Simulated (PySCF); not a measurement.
# How methods differ on the excitation energy of V⁺

V⁺ [Ar] 3d4 (5D) → V⁺ [Ar] 3d3 4p1 (high-spin determinant), as a difference of total energies. Calculation: PySCF 2.14, in x2c-TZVPPall (6s5p4d2f1g, 64 functions); the spin-free X2C one-electron Hamiltonian (Gaussian nucleus). Correlated levels: valence: [Ar] frozen; valence and next inner shell: [Ne] frozen. The calculations carry no spin-orbit coupling.

```json
{"method": "UHF", "excitation energy (cm⁻¹)": "28022"}
{"method": "LDA", "excitation energy (cm⁻¹)": "39143"}
{"method": "PBE", "excitation energy (cm⁻¹)": "36619"}
{"method": "PBE0", "excitation energy (cm⁻¹)": "35686"}
{"method": "BLYP", "excitation energy (cm⁻¹)": "35727"}
{"method": "MN15", "excitation energy (cm⁻¹)": "38954"}
{"method": "TPSSh", "excitation energy (cm⁻¹)": "34889"}
{"method": "MP2 (valence)", "excitation energy (cm⁻¹)": "32513"}
{"method": "SCS-MP2 (valence)", "excitation energy (cm⁻¹)": "29519"}
{"method": "MP2 (valence and next inner shell)", "excitation energy (cm⁻¹)": "37139"}
{"method": "SCS-MP2 (valence and next inner shell)", "excitation energy (cm⁻¹)": "33729"}
```

A first-order spin-orbit estimate (lowest level to lowest level, LS coupling) adds -0.029 eV.

The basis was made for the ground configuration and has no added diffuse functions, so the excitation energy can come out too high.

The determinant of the upper state mixes LS terms, which raises its energy above the lowest term, most at the Hartree-Fock and MP2 levels.
